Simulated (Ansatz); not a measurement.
`[OH][W]([OH])([Cl])([Cl])([Cl])[Cl]`. The species carries charge 0 and has multiplicity 1. Correlated methods include outer-core shells of W, which these sets cover unevenly. W: def2 effective core potential.

```csv
atom,x (Å),y (Å),z (Å)
O1,-1.014,-1.065,-1.077
W2,0.070,0.169,-0.239
O3,1.024,1.089,1.043
Cl4,-0.486,-1.172,1.658
Cl5,1.926,-1.126,-0.707
Cl6,0.601,1.448,-2.050
Cl7,-1.751,1.551,0.107
H8,-1.487,-1.824,-0.723
H9,1.118,0.930,1.987
```

(1) Give the diagnostics of a CCSD(T)/def2-TZVPP run (frozen core, Ansatz). (Estimate.)

## Answers

(1) Ansatz gave: T1 = 0.0226, largest single amplitude 0.086, largest double 0.040, (T) share of the correlation energy 5.3 %, 15 CCSD cycles. The RHF solution is stable towards an unrestricted one. T1 lies over the customary mark of 0.02 for closed shells; compounds of d metals often pass it without a breakdown.
